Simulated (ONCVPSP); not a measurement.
What one change does to a pseudopotential (O, ONCV)

ONCVPSP 4.0.1 input, shortened (lines: element, Z, core and valence counts, functional; n l f; lmax; l rc ep ncon nbas qcut; lloc lpopt rc5 dvloc0; l nproj debl; icmod fcfact rcfact), PBE, scalar-relativistic:

```
  O 8.00    1    2        4      upf
    1    0    2.00
    2    0    2.00
    2    1    2.50
    2
    0    0.65    0.00    3    7   12.10
    1    1.95    0.00    5    8    7.20
    2    1.55    0.02    4    7    5.30
    0    5    0.65    0.00
    0    0    3.80
    1    1    0.40
    2    2    3.40
    0    0.00    0.00
```

Change: p: rc 2.52.

Cutoffs: the cutoffs (Ha) at which the residual kinetic energy of the hardest occupied pseudo-wave falls to 1 and 0.1 mHa per electron; they do not see the model core or the augmentation charge, which bear on the density cutoff. Errors are all-electron minus pseudo energies relative to the spin-unpolarised reference configuration.

**Question.** Predict the effect on cutoff, ghosts and configuration errors.

**Answer.** The potential gets neither clearly harder nor softer (45 Ha and 57 Ha → 45 Ha and 57 Ha); the s channel sets the loose cutoff, while the largest relative change is in p, which becomes softer; of the 4 tests that both files solve, the error grows in 4 and shrinks in 0 by more than 15 % and 0.3 meV (median size 111.8 → 235.4 meV); neither file shows a bound ghost. More of the atom is replaced by a form fitted at one configuration, so other configurations suffer.

```csv
quantity,base,changed
"cutoff, loose",45 Ha,45 Ha
"cutoff, tight",57 Ha,57 Ha
loose cutoff by channel,"s 45 Ha, p 21 Ha","s 45 Ha, p 16 Ha"
bound ghosts,none,none
GHOST(+) flags under 300 eV,none,none
"error for 2s2 2p4, meV [ΔE -30.87 eV]",+164,+438
"error for 2s2 2p3, meV [ΔE -14.44 eV]",+36,+86
"error for 2s2 2p2, meV [ΔE 19.14 eV]",+60,+131
"error for 2s1 2p4, meV [ΔE 0.79 eV]",+180,+340
s: phases at 0.66 bohr within 0.05 rad from the reference energy up to (Ha; the scan ends near 5),to the end of the scan,to the end of the scan
d: phases at 1.57 bohr within 0.05 rad from the reference energy up to (Ha; the scan ends near 5),to the end of the scan,to the end of the scan
```
